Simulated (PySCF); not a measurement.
Computed with PBE-D3(BJ)/def2-TZVP // PBE0-D3(BJ)/def2-TZVP run with PySCF. Isolated molecules, 0 K electronic values unless said otherwise. 

Reference species (SMILES): `[GaH3]` (neutral, multiplicity 1).

- dipole moment = 0.00 D
- HOMO = -7.34 eV
- HOMO–LUMO gap = 4.70 eV
- LUMO = -2.65 eV

Changed species: `[F][GaH][F]` (2 of 3 H replaced by F; the reference has 0 of 3 H replaced by F).

Question: What does the change do to the dipole moment, HOMO, HOMO–LUMO gap and LUMO?

Answer: the dipole moment goes up by 2.37 D, to 2.37 D; the HOMO decreases by 1.35 eV, to -8.69 eV; the HOMO–LUMO gap increases by 1.83 eV, to 6.53 eV; the LUMO increases by 0.49 eV, to -2.16 eV.
